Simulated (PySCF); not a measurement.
Al(OH)3 cation (AlH3O3), SMILES [OH][Al]([OH])[OH] (connectivity only; charge and spin as stated), charge +1, multiplicity 2. Coordinates come from a r2SCAN-D4/def2-SVP optimisation. The spin state was assumed, not searched. The isomer is the one that the SMILES or the coordinates give; other isomers of the formula were not compared. Other conformers were not sampled.

These are r2SCAN-D4/def2-SVP in PySCF 2.14.0 values and carry that method's errors.

Harmonic wavenumbers (cm⁻¹): 141, 141, 142, 142, 188, 270, 381, 382, 489, 738, 852, 852, 3917, 3917, 3938. Rotational constants (GHz): 6.545, 6.545, 3.273; symmetry number 6.

Task: Work out the zero-point energy and the ideal-gas rigid-rotor harmonic-oscillator thermochemistry at 298.15 K and 1 atm.

Result: ZPE = ½ Σ hcν = ½ × 16489 cm⁻¹ = 23.57 kcal/mol. H − E(el) = 28.95 kcal/mol. Entropy in cal/(mol K): translation 38.98, rotation 21.68, vibration 18.34, spin 1.38, total 80.38. G − E(el) = 4.98 kcal/mol. Cp = 25.37 cal/(mol K). Modes under 150 cm⁻¹ make the vibrational entropy uncertain.
